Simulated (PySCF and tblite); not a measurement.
Values are calculated unless marked as measured or tabulated.
C6H9NO, numbered as in [N:1]#[C:2][CH:3]1[CH2:4][CH2:5][O:6][CH2:7][CH2:8]1.

Conformers came from 90 starts (ETKDG and KDG, MMFF94s, GFN2-xTB); geometries are PBE0-D3(BJ)/def2-SVP. Weights use PBE0-D3(BJ)/def2-TZVP energies plus GFN2-xTB zero-point and thermal terms (modes under about 100 cm⁻¹ blended into free rotors). Symmetry numbers and mirror images are counted. Conformers within 4 kcal/mol (GFN2-xTB free energy) were kept, 7 at most. Couplings: B3LYP/pcSseg-1 with pcJ-1 on H (gas phase; spin-dipole term only for pairs with B, N, F, Si or P). Couplings are for ¹H. Of two unlike H on one atom, a is the less shielded (PBE0/pcSseg-1). Codes: tblite and PySCF.

The 6-ring runs over atoms 3–4–5–6–7–8.

```tsv
conformer	shape	weight %
1	6-ring chair (all substituents equatorial)	56.0
2	6-ring chair (C2 axial)	44.0
```

Q: Give the couplings in each conformer and the averages at 298.15 K (pairs that fast motion interchanges averaged).

A: 
```csv
coupling,pairs,1,2,average (Hz)
"³J(H3,H4b)",2,13.5,2.8,8.8
"³J(H3,H4a)",2,4.3,5.3,4.8
"⁴J(H3,H5b)",2,0.0,1.1,0.5
"⁴J(H3,H5a)",2,-0.5,-1.0,-0.7
"²J(H4b,H4a)",2,-14.8,-14.8,-14.8
"³J(H4b,H5b)",2,13.2,1.9,8.2
"³J(H4b,H5a)",2,5.2,2.3,3.9
"⁴J(H4b,H8a)",2,-0.6,-0.4,-0.5
"⁴J(H4b,H8b)",1,0.0,2.0,0.9
"³J(H4a,H5b)",2,2.4,5.1,3.6
"³J(H4a,H5a)",2,1.9,13.5,7.0
"⁴J(H4a,H8a)",1,1.8,0.0,1.0
"²J(H5b,H5a)",2,-13.6,-13.8,-13.7
"⁴J(H5b,H7a)",2,-0.7,-0.7,-0.7
```
